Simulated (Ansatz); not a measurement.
Isolated molecules relaxed with PBE0-D4/def2-TZVP in Ansatz; ΔE leaves out vibrations. CCSD(T)/CBS adds triple-zeta CCSD(T) − MP2 to the extrapolated MP2 energy (def2 sets, frozen cores). DFT in def2-TZVPP. One conformer a species, not always the lowest.

Reaction (isomerisation): `F[CH2][AlH][F]` → `[CH3][Al]([F])[F]`

Is it downhill or uphill in electronic energy at CCSD(T)/CBS, and by how much? (Best estimate.)

The calculation gave: Downhill: ΔE = -3.34 eV.

What do these levels give: PBE-D4, r2SCAN-D4, PBE, BHLYP, RPA@PBE/def2-TZVPP, CCSD(T)/def2-SVP? (Estimate.)

The calculation gave: PBE-D4 -3.13, r2SCAN-D4 -3.30, PBE -3.13, BHLYP -3.26, RPA@PBE/def2-TZVPP -3.15, CCSD(T)/def2-SVP -3.22 eV.

What do rigid-rotor, harmonic-oscillator terms from PBE0-D4/def2-TZVP frequencies (298.15 K, 1 bar) make of the CCSD(T)/CBS value? (Estimate.)

Ansatz gave: ΔZPE = +0.07 eV, ΔH = -3.27 eV, ΔS = 11 J/(mol·K), ΔG = -3.30 eV. Modes under 50 cm⁻¹ make the entropy rough.

Largest T1 diagnostic among the species: 0.012.

At CCSD(T), def2-SVP lies +0.13 eV from the extrapolated value and def2-TZVPP +0.04 eV. In def2-TZVPP, CCSD(T) changes the Hartree–Fock value by −0.09 eV (the triples alone add +0.00 eV) and MP2 by −0.24 eV.
